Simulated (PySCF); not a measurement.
**Ge4H8O4: core ionisation energies**

Cyclo-(H2GeO)4.
Z-matrix (Å and degrees, PBE0-D3(BJ)/def2-SVP geometry), rows numbered from 1:
```
Ge
H   1  1.5306
H   1  1.5390  2  115.46
O   1  1.7683  2  107.07  3  -121.03
Ge  4  1.7684  1  137.34  2  -158.89
H   5  1.5316  4  107.08  1  -152.48
H   5  1.5381  4  108.44  1    82.51
O   5  1.7670  4  110.39  1   -36.19
Ge  8  1.7678  5  139.69  4    36.03
H   9  1.5317  8  106.98  5   155.90
H   9  1.5383  8  108.58  5   -79.23
O   9  1.7675  8  110.40  5    39.40
Ge 12  1.7684  9  137.36  8   -31.24
H  13  1.5389 12  108.64  9    70.91
H  13  1.5306 12  106.94  9  -164.00
O  13  1.7684 12  110.00  9   -47.89
```

Computed, not measured: PySCF 2.14.0, delta-SCF UKS SCAN, pcX-2 on the ionised atom, pcseg-1 elsewhere, spin-free X2C. Binding energies are ΔSCF values: E(core-ionised, relaxed orbitals) − E(ground state) at a fixed geometry, referred to the vacuum level.

Question: List the computed XPS lines with their assignment.

Answer: 
```
      atom(s)  bonded to  level  binding energy (eV)  count
O4/O8/O12/O16       2 Ge   O 1s               536.93      4
```

Question: Which photon wavelength matches the O 1s of O4/O8/O12/O16 threshold?

Answer: λ = hc/E = 12398.42 eV Å / 536.93 eV = 23.091 Å.

Question: Express the binding energy of O 1s of O4/O8/O12/O16 in atomic units and per mole.

Answer: 536.93 eV = 19.7318 Eh = 51806 kJ/mol.

Topologically equivalent atoms share the value of their first member; where this conformer doesn't relate them by symmetry, their own values could differ. No level of germanium is listed. One conformer (not necessarily the lowest) at the PBE0-D3(BJ)/def2-SVP geometry, without solvent, vibrations or thermal averaging.

Time: 8.3 s wall, 23 s CPU; peak memory 0.69 GiB. Hardware: 2 threads of an AMD EPYC 9R45, shared host with 96 logical CPUs at a one-minute load of 99.
